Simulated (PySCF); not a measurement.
C7H12FP.
Cartesian coordinates in Å at the PBE0-D3(BJ)/def2-SVP level; atoms count from 1:
```xyz
21
C7H12FP angstrom
C      3.3962   -0.1933    0.9716
C      2.9846    0.7515    0.1234
C      2.1547    0.5075   -1.0960
P      0.4091    1.1682   -0.8871
C     -0.2954   -0.1280   -0.0662
F      0.3840   -1.2461    0.2261
C     -1.7135   -0.2223    0.4030
C     -2.4937    1.0707    0.2222
C     -2.4109   -1.4118   -0.2639
H      3.9885    0.0584    1.8549
H      3.1490   -1.2476    0.8152
H      3.2426    1.7981    0.3291
H      2.1146   -0.5637   -1.3421
H      2.5747    1.0431   -1.9632
H     -1.6411   -0.4439    1.4862
H     -3.5102    0.9571    0.6272
H     -2.0094    1.9134    0.7368
H     -2.5828    1.3331   -0.8439
H     -1.8356   -2.3381   -0.1280
H     -3.4118   -1.5616    0.1680
H     -2.5245   -1.2313   -1.3444
```

All values: PBE0/pcSseg-1 (PySCF, non-relativistic), on one gas-phase PBE0-D3(BJ)/def2-SVP geometry that isn't relaxed in the solvent. The solvent is an IEF-PCM continuum (Bondi radii, 1.10 Å for H, scaled by 1.2). Specific hydrogen bonds and non-electrostatic terms are outside this model.

Gas phase at PBE0/pcSseg-1: HOMO -6.74 eV, LUMO -1.26 eV, dipole 1.04 D.

Question: What does the continuum do to the energy, the frontier levels and the dipole at PBE0/pcSseg-1 in methanol and water?

Answer: 
```csv
solvent,ε,E(solvent) − E(gas) (kcal/mol),polarisation term (kcal/mol),distortion of the solute (kcal/mol),HOMO (eV),LUMO (eV),dipole (D)
methanol,32.61,-3.15,-3.50,0.35,-6.81,-1.31,1.34
water,78.36,-3.25,-3.62,0.37,-6.82,-1.31,1.34
```

The polarisation term is half the interaction of the solute with the surface charges that it induces; the rest is the cost of distorting the solute's density. The sum is the electrostatic part of solvation alone. From methanol to water the lowering changes by a factor 1.03, Onsager's factor (ε − 1)/(2ε + 1) by 1.03 and ε itself by 2.4.

Question: Which radius a makes the point-dipole formula ΔE = −[(ε − 1)/(2ε + 1)]·μ²/a³ give the value in water, with the gas-phase dipole?

Answer: μ = 0.411 au and |ΔE| = 0.00519 Eh give a = 1.33 Å; the farthest nucleus lies 4.40 Å from the centroid of the nuclei, so such a sphere wouldn't even hold the nuclei. The formula assumes a rigid point dipole at the centre of a sphere.

Question: Give the dipole vector in the frame of the coordinates (D, pointing from negative to positive charge), gas and water.

Answer: Gas (-0.97, -0.32, 0.22), solvent (-1.23, -0.49, 0.23). Its length changes by +29 % and its direction by 4°.

Question: Which ESP-fitted charges (PBE0/pcSseg-1) respond most in methanol (means over atoms taken as equivalent)?

Answer: 
```json
{"atoms": "C3", "environment": "sp3 carbon bound to phosphorus", "gas (e)": "+0.159", "solvent (e)": "+0.205", "change": "+0.046"}
{"atoms": "P4", "environment": "phosphorus bonded to 2 C", "gas (e)": "-0.246", "solvent (e)": "-0.292", "change": "-0.046"}
{"atoms": "C2", "environment": "alkene CH carbon", "gas (e)": "-0.245", "solvent (e)": "-0.285", "change": "-0.040"}
{"atoms": "C1", "environment": "terminal =CH2 carbon", "gas (e)": "-0.503", "solvent (e)": "-0.532", "change": "-0.029"}
{"atoms": "H12", "environment": "vinylic hydrogen", "gas (e)": "+0.188", "solvent (e)": "+0.208", "change": "+0.020"}
{"atoms": "C7", "environment": "sp3 CH carbon", "gas (e)": "+0.232", "solvent (e)": "+0.251", "change": "+0.019"}
```

On Arm Neoverse V2, one thread, no GPU, on a shared host, this took 48 s and 1.2 GiB of memory at its peak. This is the whole shielding run at PBE0/pcSseg-1 in water, SCF included.
